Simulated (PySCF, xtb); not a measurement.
In(Cl)(Et)(OH) (C₂H₆ClInO), SMILES C[CH2][In]([OH])[Cl].

xtb with GFN2-xTB at its own geometry gives an orbital gap of 3.23 eV and a dipole moment of 3.38 D.

Geometry optimised at PBE0-D3(BJ)/def2-SVP. The def2 effective core potentials stand for the cores of In; spin–orbit coupling is left out. Other conformers were not sampled.

### Question
What does CAM-B3LYP/def2-TZVP run with PySCF give? (The exact figures need the calculation; the answer reports its results.)

### Answer
gap 8.96 eV (levels -9.42 and -0.45 eV), dipole 2.73 D.
